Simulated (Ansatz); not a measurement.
`CCCCCCCCCC`. Total charge 0; triplet. Geometry PBE-D4/def2-SVP, that of the neutral singlet; atoms count from 1.

```tsv
atom	x (Å)	y (Å)	z (Å)
C1	-1.627	0.574	5.092
C2	-0.968	0.837	3.737
C3	-1.036	-0.358	2.781
C4	-0.377	-0.107	1.422
C5	-0.461	-1.305	0.470
C6	0.257	-1.115	-0.873
C7	-0.334	-0.013	-1.762
C8	0.276	0.069	-3.168
C9	1.759	0.455	-3.209
C10	2.306	0.596	-4.631
H11	-2.702	0.322	4.976
H12	-1.561	1.457	5.761
H13	-1.145	-0.278	5.616
H14	0.097	1.123	3.887
H15	-1.446	1.718	3.252
H16	-2.102	-0.644	2.625
H17	-0.561	-1.243	3.264
H18	-0.847	0.785	0.953
H19	0.693	0.164	1.576
H20	-1.532	-1.547	0.282
H21	-0.038	-2.198	0.982
H22	1.333	-0.909	-0.680
H23	0.231	-2.076	-1.434
H24	-0.223	0.975	-1.263
H25	-1.430	-0.182	-1.855
H26	-0.301	0.808	-3.769
H27	0.139	-0.909	-3.686
H28	1.900	1.410	-2.656
H29	2.360	-0.301	-2.658
H30	1.756	1.375	-5.199
H31	3.379	0.874	-4.635
H32	2.205	-0.354	-5.197
```

At PBE0-D4/def2-TZVP a singlet of charge 0 lies 8.51 eV below the triplet at the same geometry.

Problem. Estimate the Mulliken populations of the heavy atoms from the PBE0/def2-TZVP orbitals of Ansatz.

Solution. 
| atom | charge (e) | spin (α − β) |
| --- | --- | --- |
| C1 | -0.37 | 0.02 |
| C2 | -0.07 | -0.06 |
| C3 | 0.04 | -0.16 |
| C4 | 0.33 | -0.35 |
| C5 | 0.20 | -0.22 |
| C6 | -0.16 | 0.02 |
| C7 | -0.02 | -0.11 |
| C8 | -0.22 | 0.04 |
| C9 | -0.19 | -0.02 |
| C10 | -0.36 | 0.00 |
Mulliken values depend strongly on the basis.

Problem. Where does the spin sit?

Solution. Summed by element: C -0.84, H 2.84, of 2 unpaired in all. Largest on single atoms: H18 0.56, H19 0.44, C4 -0.35.

Problem. And the Mayer bond orders between heavy atoms (over 0.3)?

Solution. C1–C2 0.99 (1.53 Å); C2–C3 1.02 (1.53 Å); C3–C4 1.27 (1.53 Å); C4–C5 1.31 (1.53 Å); C5–C6 1.04 (1.53 Å); C6–C7 0.98 (1.53 Å); C7–C8 0.98 (1.53 Å); C8–C9 1.00 (1.53 Å); C9–C10 1.00 (1.53 Å).
